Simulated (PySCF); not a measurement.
# Unknown compound

Molecular formula: C$_{4}$H$_{9}$FNP. Simulated spectra:

¹H NMR (400 MHz, computed): δ 9.30 (m, 1H), 3.67 (m, 2H), 2.41 (s, 6H).

¹³C{¹H} NMR (computed): δ 220.1 (CH), 64.2 (CH2), 46.6 (CH3, 2C).

Computational details: geometry from GFN2-xTB, PBE0/pcSseg-1 with gauge-including orbitals, in PySCF 2.14.0 with density-fitted response routines (one computed conformer, no relativistic terms, no solvent, fast rotation and ring inversion assumed for equivalent nuclei).

Referencing at the same level of theory: ¹H, ¹³C against TMS.

Task: Propose a structure and justify it.

Result: 
- 3 carbon signals for 4 carbons: some carbons are equivalent by symmetry or fast rotation.
- Carbon types of the structure: 1 × CH, 1 × CH2, 2 × CH3, which accounts for all hydrogens.
- δC 220.1: carbon double-bonded to a heavier main-group atom.
- δC 64.2: sp3 CH2 bonded to N and P; deshielded by the electronegative neighbour.
- δC 46.6: methyl carbon bonded to N; the inductive effect lowers its shielding.
- δH 9.30: hydrogen on a carbon double-bonded to a heavier main-group atom.
- δH 3.67: hydrogen on an sp3 CH2 bonded to N and P; its carbon carries N, which withdraws density.
- δH 2.41: hydrogen on a methyl carbon bonded to N; its carbon carries N, which withdraws density.

These data were computed for `CN(C)C/P=C/F`.

The shifts were computed for this structure.

Splittings by ¹⁹F and ³¹P in the carbon and heteronuclear signals aren't shown, as no couplings were computed. Shifts are as computed. Against solution values, carbons near 30 ppm lie about +3 ppm off and those near 130 ppm about +5 ppm. Of 1211 compounds with measured shifts, 218 miss one by over three times the rms of a fit or turn the order of signals round; such compounds aren't used in these exercises. No couplings were computed; multiplicities are counted from neighbouring protons, with m where these are inequivalent, close in shift, in a saturated or five-membered ring or joined by F or P, and br s for small geminal =CH2 splittings.
